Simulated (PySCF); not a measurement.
How the method moves the HOMO and LUMO of `C=CC(=O)N(C)C`

Compound: C5H9NO.
Numbering: `[CH2:1]=[CH:2][C:3](=[O:4])[N:5]([CH3:6])[CH3:7]` (hydrogens: H8, H9 on C1; H10 on C2; H11, H12, H13 on C6; H14, H15, H16 on C7)

Geometry (PBE0-D3(BJ)/def2-SVP, Å), atoms numbered from 1 in this order:
```
atom  x, y, z in Å
C1     2.862   -0.828   -0.075
C2     1.546   -0.765   -0.288
C3     0.689    0.029    0.646
O4     1.193    0.695    1.536
N5    -0.668   -0.013    0.452
C6    -1.344   -0.812   -0.540
C7    -1.503    0.845    1.257
H8     3.289   -0.308    0.787
H9     3.526   -1.381   -0.743
H10    1.108   -1.267   -1.153
H11   -1.506   -0.268   -1.489
H12   -0.801   -1.740   -0.755
H13   -2.331   -1.104   -0.151
H14   -2.082    1.537    0.622
H15   -2.214    0.254    1.860
H16   -0.856    1.422    1.928
```

Basis pcSseg-1 throughout (PySCF), one geometry. The structure is a single PBE0-D3(BJ)/def2-SVP conformer in the gas phase; no vibrational or solvent corrections.

Q: How do the orbital energies, the gap and the dipole change with the method?

A: 
| method | kind | HOMO (eV) | LUMO (eV) | gap (eV) | μ (D) | SCF cycles |
| --- | --- | --- | --- | --- | --- | --- |
| KT2 | GGA | -5.71 | -1.91 | 3.80 | 3.51 | 17 |
| B97-2 | global hybrid | -6.67 | -1.05 | 5.63 | 3.63 | 15 |
| B3LYP | global hybrid | -6.69 | -1.21 | 5.48 | 3.62 | 15 |
| PBE0 | global hybrid | -6.91 | -1.00 | 5.91 | 3.64 | 14 |
| mPW1PW91 | global hybrid | -6.95 | -1.02 | 5.93 | 3.65 | 14 |
| CAM-B3LYP | range-separated hybrid | -8.24 | 0.15 | 8.39 | 3.65 | 13 |
| wB97X-D | range-separated hybrid | -8.77 | 0.79 | 9.55 | 3.66 | 15 |
| LC-wPBE | range-separated hybrid | -9.57 | 1.27 | 10.84 | 3.65 | 14 |

The HOMO spans 3.86 eV, from KT2 down to LC-wPBE, and the gap runs from 3.80 eV (KT2) to 10.84 eV (LC-wPBE). Over the methods KT2 (0 %), B97-2 (21 %), B3LYP (20 %), PBE0 (25 %), mPW1PW91 (25 %), a straight line through the gap against the share of exact exchange rises by 0.85 eV for each 10 % (correlation coefficient 1.000). The dipole ranges from 3.51 D (KT2) to 3.66 D (wB97X-D). This basis has no diffuse functions.

The vertical ΔSCF ionisation energy at PBE0/def2-SVPD is 8.87 eV; −ε(HOMO) comes closest to it with wB97X-D (8.77 eV).
